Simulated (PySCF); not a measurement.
Static response to an electric field

Species: C3H7NO2Si2.
Structure used (GFN2-xTB), in Å, numbered top down from 1:
```xyz
15
C3H7NO2Si2 angstrom
O     -3.594    1.274   -0.849
C     -2.774    0.473   -1.214
C     -1.609    0.044   -0.421
N     -0.809   -0.880   -0.819
Si     0.161   -0.810    0.689
O      1.680   -0.320    0.533
Si     3.131   -0.126   -0.190
C     -1.171    0.556    0.917
H     -2.831   -0.023   -2.201
H      0.116   -2.010    1.498
H      3.601   -1.455   -0.571
H      3.932    0.486    0.866
H      2.947    0.749   -1.345
H     -1.931    0.457    1.688
H     -0.854    1.595    0.880
```

Level: wB97X-D/def2-SVPD (PySCF), static field, nuclei fixed, core orbitals frozen in the response. The polarisability tensor in these axes (au):

```
x   111.28 -15.20   5.47
y   -15.20  85.80   0.65
z     5.47   0.65  83.66
```

Task: What are the eigenvalues, a third of the trace, and Δα (Δα² = ½Σ(αi − αj)² over the three pairs)?

Result: Principal values 77.27, 84.48 and 118.99 au; mean 93.58 au = 13.87 Å³ = 15.43 × 10⁻⁴⁰ C²·m²/J; Δα = 38.62 au (41 % of the mean).

Task: What is the dipole moment, and where does it point?

Result: (2.65, -0.59, 1.07) D, 2.92 D in size, pointing from the negative to the positive side. Measured along this direction, the outermost atoms are O1 at the negative end and H12 at the positive end.

Task: Give the eigenvalues of the traceless quadrupole moment Θ = ½Σq(3rr − r²1), origin at the centre of nuclear charge.

Result: -10.35, 1.38, 8.97 D·Å. The values depend on the origin, since the dipole doesn't vanish. The electronic extent ⟨r²⟩ about the same centre is 1846 bohr², a root-mean-square distance of 2.61 Å for the 76 electrons.

Task: Find the Langevin capture rate constant for H3O+ (19.018 u) meeting this molecule (145.002 u), k = 2.342 × 10⁻⁹ cm³/s × √(α in Å³ / reduced mass in u).

Result: The reduced mass is 16.81 u, so k = 2.13 × 10⁻⁹ cm³/s. The formula leaves out the permanent dipole, which adds to the capture rate.

Task: In a dilute gas of rigid molecules at 350 K, how does the orientational term μ²/3kT compare with the electronic polarisability?

Result: In Gaussian units μ²/3kT = 58.79 Å³ against 13.87 Å³, a ratio of 4.24; the Debye molar polarisation (4π/3)N_A(α + μ²/3kT) is 183.3 cm³/mol, leaving out the vibrational part.

Task: Refractivity n − 1 of an ideal gas of it at 273.15 K and 1 atm, from the electronic α?

Result: N = p/kT = 2.6868 × 10¹⁹ cm⁻³, so n − 1 = 2π × N × 13.87 × 10⁻²⁴ cm³ = 2341 × 10⁻⁶ at long wavelengths.

Isolated species at its GFN2-xTB geometry (one conformer only).
